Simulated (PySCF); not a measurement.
Compound: C5H15NSi2.
InChI=1S/C5H15NSi2/c1-5(2)8-4-3-7-6-8/h5-6,8H,3-4,7H2,1-2H3/t8-/m0/s1

The closed-shell ground state was solved at several levels (PySCF, density fitting, gas phase, non-relativistic). The structure is a single PBE0-D3(BJ)/def2-SVP conformer in the gas phase; no vibrational or solvent corrections.

```tsv
level	basis functions	total energy (Eh)	HOMO (eV)	LUMO (eV)	gap (eV)	dipole (D)
CAM-B3LYP/def2-SVPD	288	-832.8806	-8.37	1.12	9.49	0.67
PBE0/pcSseg-1	225	-832.7627	-7.03	0.78	7.81	0.64
```

Question: Estimate the row for wB97X-D/pcSseg-1, a basis of 225 functions; the other rows only guide the guess.

Answer: Total energy -833.2288 Eh, HOMO -8.89 eV, LUMO 2.57 eV, gap 11.46 eV, dipole 0.63 D.

Question: Over all these levels, which gives the widest orbital gap and which the narrowest?

Answer: wB97X-D/pcSseg-1 (range-separated hybrid) has the widest, 11.46 eV, and PBE0/pcSseg-1 (global hybrid, 25 % exact exchange) the narrowest, 7.81 eV. The two share the basis. From the narrowest to the widest the HOMO moves by -1.86 eV and the LUMO by +1.79 eV.

Question: How far do the dipole and the HOMO energy spread over the levels?

Answer: The dipole runs from 0.63 to 0.67 D (mean 0.65 D) and the HOMO from -8.89 to -7.03 eV.

Note: wB97X-D ran without an empirical dispersion term, which enters the total energy and its gradient alone.
